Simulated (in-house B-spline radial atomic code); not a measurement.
**RPA and G0W0 on LDA exchange-only: the molybdenum ion Mo¹²⁺**

Configuration [Ar] 3d10 4s2, mean-field start LDA exchange-only. Computed with an all-electron radial atomic-structure program (B-spline basis): all electrons, non-relativistic, point nucleus, each spin shell either full or empty, empty states to l = 9 with an (l + 1/2)⁻⁴ tail; G0W0 by contour deformation at full frequency.

Without relativity these are model numbers: it shifts the levels of so heavy an element strongly and can reorder them.

Command:
```bash
python run_gw.py task.json out
```
Settings (radii: box in bohr, nucleus in fm):
```
Z                        42
electrons                30
configuration            [Ar] 3d10 4s2
hamiltonian              nr
method                   lda,
lmax                     9
spin_polarised           False
box_radius               5.84
intervals                49
ion_configuration        [Ar] 3d10 4s1
```

Cost of the run: 2.8 s on 1 thread of Arm Neoverse V2, on a shared host.

Energies (hartree):

```
                                     term        value
                         mean-field total  -3923.20484
Hartree-Fock functional on these orbitals  -3929.34359
                      direct second order      -2.5881
                    second-order exchange      0.75676
                         SOSEX correction      0.70511
```

**Question.** What is the RPA correlation energy, and what remains with SOSEX?

**Answer.** RPA gives -2.3342 hartree (-2.12 eV per electron); RPA + SOSEX gives -1.629, and the second-order doubles -1.8313 hartree (no singles). RPA lacks exchange-type terms and so overcorrelates at short range.

Quasi-particle levels (eV):

| level | occupied | mean field | Σx - vxc | Σc | QP weight | G0W0 |
| --- | --- | --- | --- | --- | --- | --- |
| 4s | yes | -263.32 | -8.58 | ? | ? | ? |
| 3d | yes | -459.51 | -32.08 | 3.64 | 0.972 | -487.95 |
| 4p | no | -236.17 | 10.46 | -2.25 | 0.970 | -227.96 |

G0W0 = mean field + (Σx - vxc) + Σc, with Σc (partial-wave tail included) taken at the quasi-particle energy. Only the outer levels were computed. Levels of low weight are left out.

**Question.** Where does G0W0 put 4s?

**Answer.** At -275.07 eV, with Σc = -3.17 eV and a quasi-particle weight of 0.973. The tabulated removal energy is 279.1 ± 0.5 eV (NIST, semi-empirical); the calculation leaves out relativity, Breit and QED terms, and what these don't explain is the method's own error.

**Question.** What does it cost to remove one electron (to [Ar] 3d10 4s1) by differences of total energies, each species on its own start (correlation terms add to the Hartree-Fock functional)?

**Answer.** LDA exchange-only 273.29 eV, Hartree-Fock functional 271.44 eV, + RPA 274.76 eV, + RPA + SOSEX 273.96 eV, + second order 274.95 eV. Tabulated: 279.1 ± 0.5 eV (NIST, semi-empirical); the calculation leaves out relativity, Breit and QED terms, and what these don't explain is the method's own error.
